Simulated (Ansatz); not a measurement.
In(F)2(NCO) (CF2InNO), SMILES O=C=[N][In]([F])[F].

Geometry: r2SCAN-D4/def2-SVP. The structure was generated by enumeration; whether it is a known compound was not checked. The def2 effective core potentials stand for the cores of In; spin–orbit coupling is left out. The values are those of a single conformer.

Two levels are set side by side: PBE/def2-SVPD (Ansatz, an electronic-structure program) and PBE0/def2-SVPD (Ansatz). Energy differences of separate SCF runs at the same geometry; the states with an electron removed or added have multiplicity 2 and 2. Differences are taken from unrounded values.

```
quantity                            PBE0    PBE  PBE minus PBE0
---------------------------------  -----  -----  --------------
vertical ionisation energy (eV)    11.67  11.33           -0.34
vertical electron affinity (eV)     1.52   1.59            0.07
vertical singlet–triplet gap (eV)   4.81   4.23           -0.58
```
